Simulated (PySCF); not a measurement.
A structure optimised at PBE-D3(BJ)/def2-SVP, used in a PySCF frequency run:

```xyz
11

C     -1.4375     0.3753     0.0000
N     -0.0651     0.3700     0.0000
C      0.6649     1.6284     0.0000
C      0.6367    -0.8399     0.0000
O      0.1035    -1.9395     0.0000
H     -1.9610     1.3370     0.0000
H     -1.9357    -0.6004     0.0000
H      0.4197     2.2288     0.9009
H      1.7518     1.4194     0.0000
H      0.4197     2.2288    -0.9009
H      1.7484    -0.6707     0.0000
```
Charge 0, spin multiplicity 2.

**Question.** Write its SMILES, formula and point group.

**Answer.** [CH2]N(C)C=O, C3H6NO, Cs

**Question.** What are its rotational constants (standard atomic weights)?

**Answer.** 9.9092, 4.2122, 3.0134 GHz
